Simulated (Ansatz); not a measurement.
Frontier orbitals of `[SiH3][O][In]([Cl])[O][SiH3]`.

```
atom   x (Å)   y (Å)   z (Å)
 Si1  -0.869  -2.477   0.999
  O2  -0.393  -1.043   0.369
 In3   0.783   0.420   0.921
 Cl4   1.916   0.383   2.911
  O5   0.950   1.924  -0.309
 Si6   0.315   2.299  -1.772
  H7  -1.669  -2.277   2.240
  H8  -1.704  -3.175  -0.011
  H9   0.303  -3.331   1.338
 H10  -1.170   2.380  -1.707
 H11   0.680   1.278  -2.793
 H12   0.858   3.618  -2.186
```

Charge 0, multiplicity 1. Correlated methods include outer-core shells of In, which these sets cover unevenly. In takes the def2 core potential. All single points use the PBE0-D4/def2-TZVP geometry. It is one conformer, not always the lowest. Basis def2-TZVPP, Ansatz 0.2.0.

```
             functional  HOMO (eV)  LUMO (eV)  gap (eV)
                    PBE      -7.28      -3.55      3.73
                 revPBE      -7.23      -3.41      3.82
                   BLYP      -7.19      -3.49      3.70
                 r2SCAN      -7.63      -3.33      4.30
                   PBE0      -8.71      -2.63      6.08
HSE06 (plane-wave form)      -8.31      -3.00      5.31
                  BHLYP     -10.10      -1.72      8.38
                LC-ωPBE     -11.50      -0.31     11.19
                ωB97M-V     -11.03      -0.71     10.32
                     HF     -12.23       0.80     13.03
```

Against PBE, PBE0 changes HOMO and LUMO by −1.44 and +0.92 eV, ωB97M-V by −3.75 and +2.84 eV. A gap of 3.73 eV thus becomes 10.32 eV for the same molecule, so an orbital gap means little without its functional.

LC-ωPBE has ω = 0.4 bohr⁻¹.
